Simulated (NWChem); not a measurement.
System meant: TaCl₅; SMILES [Cl][Ta]([Cl])([Cl])([Cl])[Cl]

Input file for NWChem:

```
start job
memory heap 200 mb stack 900 mb global 1100 mb
geometry units angstroms noautoz
  Ta     0.000000     0.000000     0.000000
  Cl     0.000000     0.000000     2.344945
  Cl     0.000000     0.000000    -2.344945
  Cl    -0.595273     2.221590     0.000000
  Cl     2.221590    -0.595273     0.000000
  Cl    -1.626317    -1.626317     0.000000
end
basis spherical
  * library def2-svp
end
dft
  xc pbe0
  iterations 150
  mulliken
end
task dft energy
```

End of the output:

```
          Convergence Information
          -----------------------
          Convergence aids based upon iterative change in
          total energy or number of iterations.
          Levelshifting, if invoked, occurs when the
          HOMO/LUMO gap drops below (HL_TOL):  1.00D-02
          DIIS, if invoked, will attempt to extrapolate
          using up to (NFOCK): 10 stored Fock matrices.

                    Damping( 0%)  Levelshifting(0.5)       DIIS
                  --------------- ------------------- ---------------
          dE  on:    start            ASAP                start
          dE off:    2 iters        150 iters           150 iters

      Screening Tolerance Information
      -------------------------------
          Density screening/tol_rho:  1.00D-10
          AO Gaussian exp screening on grid/accAOfunc:  14
          CD Gaussian exp screening on grid/accCDfunc:  20
          XC Gaussian exp screening on grid/accXCfunc:  20
          Schwarz screening/accCoul:  1.00D-08

      Superposition of Atomic Density Guess
      -------------------------------------

      charge =      73.0 Ta (Tantalum)

      symmetry species            s     p     d     f
      number of basis functions = 7     6     5     1
      number of cont. functions = 6     3     2     1
      number of closed shells   = 6     4     2     1
      number of open shells     = 0     0     1     0
      open shell occupation     = 0     0     3     0
 ------------------------------------------------------------------------
 atomscf:atomd: error in atom scf                   0
 ------------------------------------------------------------------------
 ------------------------------------------------------------------------
  current input line :
    19: task dft energy
 ------------------------------------------------------------------------
 ------------------------------------------------------------------------
 This error has not yet been assigned to a category
 ------------------------------------------------------------------------
 For more information see the NWChem manual at https://nwchemgit.github.io

0:atomscf:atomd: error in atom scf:Received an Error in Communication
```

Question: Find the fault in this run and fix the input.

Answer: The run crashed. Cause: the def2 basis of a heavy element holds valence functions alone and wants its effective core potential (without it all electrons must fit into that basis). This input runs:
```
start job
memory heap 200 mb stack 900 mb global 1100 mb
geometry units angstroms noautoz
  Ta     0.000000     0.000000     0.000000
  Cl     0.000000     0.000000     2.344945
  Cl     0.000000     0.000000    -2.344945
  Cl    -0.595273     2.221590     0.000000
  Cl     2.221590    -0.595273     0.000000
  Cl    -1.626317    -1.626317     0.000000
end
basis spherical
  * library def2-svp
end
ecp
  Ta library def2-ecp
end
dft
  xc pbe0
  iterations 150
  mulliken
end
task dft energy
```
It converges to -2356.83499 Ha (PBE0/def2-SVP with def2 effective core potentials on Ta).
